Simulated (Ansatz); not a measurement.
This geometry of C2H10AlNS (15 atoms, charge 0, multiplicity 1) is a first-order saddle point.

The calculation used Ansatz 0.2.0, RKS B3LYP-D4/def2-SVP.

```xyz
15
Properties=species:S:1:pos:R:3
Al -1.654 0.138 -0.186
N 0.183 -0.172 -0.245
C 0.795 -1.251 0.514
C 0.987 0.224 -1.391
H -2.233 0.945 -1.419
H -2.478 -0.856 0.735
H -0.024 1.271 0.876
S -1.031 2.076 1.487
H 0.172 -1.522 1.382
H 0.934 -2.172 -0.090
H 1.796 -0.966 0.895
H 0.504 1.048 -1.940
H 1.140 -0.607 -2.111
H 1.994 0.569 -1.084
H -1.085 1.274 2.576
```

Question: Which two structures does it join? (They come from a converged band through this point; their orientation in space is the band's.)

Answer: Bonds broken: H7–S8. Bonds formed: N2–H7.

Initial state:

```xyz
15
Properties=species:S:1:pos:R:3
Al -1.613 0.031 -0.195
N 0.105 -0.480 -0.411
C 0.756 -1.465 0.422
C 1.000 0.110 -1.383
H -2.207 0.992 -1.311
H -2.492 -0.856 0.786
H -0.301 2.661 1.002
S -1.335 2.058 1.636
H 0.042 -1.916 1.131
H 1.196 -2.293 -0.173
H 1.592 -1.036 1.019
H 0.468 0.836 -2.019
H 1.447 -0.652 -2.056
H 1.853 0.644 -0.908
H -0.511 1.369 2.461
```

Final state:

```xyz
15
Properties=species:S:1:pos:R:3
Al -1.663 0.344 0.044
N 0.404 0.067 -0.050
C 0.869 -1.186 0.573
C 0.981 0.289 -1.389
H -2.001 0.794 -1.445
H -2.161 -1.054 0.625
H 0.674 0.851 0.556
S -1.655 2.081 1.492
H 0.463 -1.264 1.591
H 0.496 -2.042 -0.008
H 1.970 -1.232 0.613
H 0.658 1.267 -1.770
H 0.611 -0.484 -2.078
H 2.083 0.249 -1.364
H -1.729 1.319 2.608
```

Question: How far does it lie above each of them?

Answer: 0.100 eV above the first and 1.349 eV above the second. This is the barrier of this one path; another mechanism may lie lower. The orbitals stay closed-shell, which can raise the energy where a bond breaks towards radicals; this wasn't checked here.

Time of the run: 8.9 min on 4 threads of Arm Neoverse N1, on a shared host, peak memory 0.36 GiB.
